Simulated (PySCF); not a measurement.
Al(Me)2(F) (C2H6AlF), SMILES [CH3][Al]([CH3])[F].

Geometry: PBE-D3(BJ)/def2-SVP. The isomer is the one that the SMILES or the coordinates give; other isomers of the formula were not compared.

Method: PBE-D3(BJ)/def2-SVP (PySCF).

Frequencies are harmonic and unscaled.

Computed harmonic wavenumbers and intensities:
```csv
mode,ν (cm⁻¹),IR (km/mol),moving atoms (share of kinetic energy)
1,8,0.2,H 95 %
2,18,0.1,H 98 %
3,162,1.0,"C 40 %, H 37 %, Al 14 %, F 10 %"
4,199,13.7,"Al 51 %, H 27 %, F 14 %, C 9 %"
5,213,18.1,"F 44 %, C 21 %, H 18 %, Al 17 %"
6,524,0.0,"H 47 %, C 46 %"
7,546,0.0,"H 59 %, C 36 %"
8,613,5.2,"H 72 %, C 25 %"
9,670,99.4,"H 67 %, C 21 %, Al 12 %"
10,687,18.8,"H 64 %, C 21 %, F 14 %"
11,707,135.2,"Al 47 %, C 31 %, H 23 %"
12,847,148.7,"Al 48 %, F 40 %"
13,1164,12.9,"H 80 %, C 20 %"
14,1166,37.2,"H 78 %, C 22 %"
15,1373,1.6,H 95 %
16,1375,0.7,H 95 %
17,1377,1.5,H 96 %
18,1378,2.2,H 96 %
19,2964,3.1,H 97 %
20,2965,0.4,H 97 %
21,3054,6.1,"H 91 %, C 9 %"
22,3054,0.9,"H 91 %, C 9 %"
23,3075,2.1,"H 91 %, C 9 %"
24,3076,7.3,"H 91 %, C 9 %"
```
